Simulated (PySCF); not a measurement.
**Successive Ge–Cl bond energies**

These are results of PBE0/[Ge def2-TZVP, Cl def2-TZVP], no relativity, density fitting, PySCF, not measurements.

Each entry is the lowest minimum that a search over a few typed start shapes (and spin states, where more than one is plausible) found, or that minimum re-optimised at the stated level; isomers with ligand–ligand bonds, or fragments after loss of a ligand pair, can lie lower.

Total energies (Eh), which compare only within these settings: Cl atom -459.99741.

| species | 2S+1 | group | E (Eh) | ZPE (kJ/mol) |
| --- | --- | --- | --- | --- |
| GeCl₂ | 1 | C2v | -2996.95593 | 5.7 |
| GeCl₃ | 2 | C3v | -3457.03512 | 10.0 |
| GeCl₄ | 1 | Td | -3917.17489 | 15.2 |

(1) What are De and D0 for GeCl₃ → GeCl₂ + Cl?

(2) What are De and D0 for GeCl₄ → GeCl₃ + Cl?

Answers

(1) De = [(-2996.95593) + (-459.99741) − (-3457.03512)] × 2625.5 = 215 kJ/mol. The zero-point energy changes by -4.3 kJ/mol, so D0 = 210 kJ/mol.

(2) De = [(-3457.03512) + (-459.99741) − (-3917.17489)] × 2625.5 = 374 kJ/mol. The zero-point energy changes by -5.2 kJ/mol, so D0 = 369 kJ/mol.

Atoms and open shells are unrestricted, without spin–orbit or basis-set superposition corrections.
